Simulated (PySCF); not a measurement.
## How the method moves the HOMO and LUMO of `O=CC/C=N\[SiH3]`

Species: C3H7NOSi.
Geometry (PBE0-D3(BJ)/def2-SVP, Å), atoms numbered from 1 in this order:
```
atom  x, y, z in Å
O1    -2.5965    0.4302    1.4417
C2    -1.4396    0.3500    1.1418
C3    -0.9153    0.3699   -0.2794
C4    -0.1949   -0.9250   -0.5836
N5     1.0193   -1.1969   -0.3756
Si6    2.3628   -0.2771    0.2561
H7    -0.6405    0.2413    1.9219
H8    -1.7656    0.5240   -0.9581
H9    -0.2124    1.2161   -0.3600
H10   -0.8514   -1.7200   -0.9908
H11    2.7852   -0.9381    1.5239
H12    2.0825    1.1708    0.5495
H13    3.4634   -0.3528   -0.7451
```

Basis pcSseg-1 throughout (PySCF), one geometry. The structure is a single PBE0-D3(BJ)/def2-SVP conformer in the gas phase; no vibrational or solvent corrections.

Problem. How do the orbital energies, the gap and the dipole change with the method?

Solution. 
| method | kind | HOMO (eV) | LUMO (eV) | gap (eV) | μ (D) | SCF cycles |
| --- | --- | --- | --- | --- | --- | --- |
| B97-2 | global hybrid | -7.01 | -1.75 | 5.26 | 1.67 | 15 |
| PBE0 | global hybrid | -7.26 | -1.69 | 5.57 | 1.67 | 15 |
| mPW1PW91 | global hybrid | -7.30 | -1.70 | 5.60 | 1.69 | 15 |
| BHandHLYP | global hybrid | -8.61 | -0.50 | 8.11 | 1.80 | 13 |
| CAM-B3LYP | range-separated hybrid | -8.63 | -0.47 | 8.16 | 1.72 | 13 |
| wB97X-D | range-separated hybrid | -9.15 | 0.14 | 9.29 | 1.72 | 15 |
| LC-wPBE | range-separated hybrid | -9.97 | 0.71 | 10.68 | 1.72 | 15 |

The HOMO spans 2.96 eV, from B97-2 down to LC-wPBE, and the gap runs from 5.26 eV (B97-2) to 10.68 eV (LC-wPBE). Over the methods B97-2 (21 %), PBE0 (25 %), mPW1PW91 (25 %), BHandHLYP (50 %), a straight line through the gap against the share of exact exchange rises by 1.00 eV for each 10 % (correlation coefficient 1.000). The dipole ranges from 1.67 D (B97-2) to 1.80 D (BHandHLYP). This basis has no diffuse functions.
